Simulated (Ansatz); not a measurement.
`FCBCl` + H–F → `FBCF` + HCl at 700 K and 1 bar (ligand exchange at a B–Cl bond).

Calculated with Ansatz (gas phase, PBE0-D4/def2-TZVP geometries, no zero-point term in ΔE). CBS: MP2 limit from def2 TZ/QZ plus the TZ coupled-cluster correction, frozen cores. This one scheme is used for every species. One conformer a species, not always the lowest.

```csv
species,CCSD(T)/CBS energy (Eh),H − E (kJ/mol),S (J/(mol·K))
`FCBCl`,-624.24106,166.0,374.5
H–F,-100.39570,45.2,198.5
`FBCF`,-264.27174,168.2,361.4
HCl,-460.38127,38.4,211.8
```

H − E and S are ideal-gas, rigid-rotor, harmonic terms from PBE0-D4/def2-TZVP, for one conformer and one mirror image of each species. 1 Eh = 2625.50 kJ/mol, R = 8.31446 J/(mol·K).

Task: By hand: ΔE, ΔH, ΔS and ΔG.

Result: ΔE = (-264.27174) + (-460.38127) − (-624.24106) − (-100.39570) = -0.01625 Eh = -42.7 kJ/mol. Δ(H − E) = 168.2 + 38.4 − 166.0 − 45.2 = -4.6, so ΔH = -47.3 kJ/mol. ΔS = 361.4 + 211.8 − 374.5 − 198.5 = 0.2 J/(mol·K). ΔG = -47.3 − 700 × (0.2)/1000 = -47.4 kJ/mol.

Task: By hand: the equilibrium constant, and the temperature at which ΔG would vanish if ΔH and ΔS stayed fixed.

Result: log₁₀ K = −ΔG/(RT ln 10) = 3.5. ΔH and −TΔS have one sign here, so there is no such temperature.

The number of gas molecules stays the same, so ΔS is small and ΔH decides. A doubt of 5 kJ/mol in ΔE shifts log₁₀ K by 0.4 here. Other conformers and mirror images would add mixing entropy, several J/(mol·K) or more a flexible species. These are equilibria of isolated gas molecules and say nothing of rates. Largest T1 diagnostic: 0.012 (customary marks: 0.02 for closed shells, 0.045 for open ones).

ΔS is within the doubt of such terms, so its sign, and with it that verdict, could turn.
